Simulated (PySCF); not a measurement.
SMILES [Cd]([O][SiH3])[OH] (H4CdO2Si) at its B3LYP/def2-SVP optimised geometry (Å):

```
8

Cd     1.0980     0.8208     0.0000
O      3.0644     0.8208     0.0000
H      3.4098    -0.0722     0.1428
O     -0.8541     1.0577     0.0000
Si    -2.1699     0.1290    -0.3588
H     -2.1249    -0.4054    -1.7600
H     -3.4098     0.9485    -0.2152
H     -2.2901    -1.0577     0.5510
```

Calculation: PySCF with B3LYP/def2-TZVP, def2 effective core potentials past Kr. The core electrons that the potentials of Cd replace are not part of the density. Cells within 0.4 Å of a nucleus heavier than hydrogen are left out (blank, or x).

Map of the electrostatic potential (hartree/e), clipped to [-0.08, 0.12] on the plane z = 0.0 Å:

```
|333333333333333333333333333|
|333333333333333333333333333|
|333333333333334444333333333|
|333333333333334444433333333|
|333333333333344444433333333|
|333333332223344555443322233|
|333333222222345666543222223|
|333333222111247897642111222|
|333333332111269999841000122|
|333356555499999999976300122|
|33349999999x999999999950122|
|33359999999x999xx999xx92223|
|333489999999999999999995333|
|33335999x999799999999998443|
|333459999999689999989998544|
|333446999997678998779997544|
|333344699765566777667766544|
|333333455444555666666655544|
|333333333344455555555555444|
|333333333334444555555544444|
|333333333334444444444444444|
|333333333334444444444444444|
|333333333334444444444444444|
|333333333334444444444444444|
|333333333334444444444444444|
|333333333334444444444444444|
|333333333334444444444444444|
```
Scale: ten equal steps from -0.074 (start of '0') to 0.120 (end of '9'), in the order '0123456789'; x runs from -5.50 to 5.50, y from -5.50 (bottom) to 5.50 (top).
